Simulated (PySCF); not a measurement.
**Vibration and rotation of MgBi⁺**

ROHF-CCSD(T) constants of MgBi⁺, ³Σ⁻ (triplet), unpaired electrons π ↑↑ (Mg def2-SVP, Bi def2-SVP with ECP60; scalar-relativistic core potentials (PySCF 2.14); masses 23.9850 and 208.9804 u):

```
ωe              : 208.7 cm⁻¹
ωexe            : 0.952 cm⁻¹
Be              : 0.092851 cm⁻¹
αe              : 0.000575 cm⁻¹
D (centrifugal) : 7.35e-08 cm⁻¹
```

Problem. Give the vibrational terms G(v) and spacings up to v = 6.

Solution. G(v) = ωe(v+½) − ωexe(v+½)².

```
v  G(v) (cm⁻¹)  G(v) − G(v−1)  Bv (cm⁻¹)
0        104.1                   0.09256
1        310.9          206.8    0.09199
2        515.8          204.9    0.09141
3        718.8          203.0    0.09084
4        919.9          201.1    0.09026
5       1119.1          199.2    0.08969
6       1316.3          197.3    0.08911
```

Correlated steps freeze 5 core orbitals. Spin–orbit coupling is left out, which matters for elements this heavy, above all for dissociation energies. The state is the lowest determinant that a PBE0 search found; another state may lie lower at other levels.
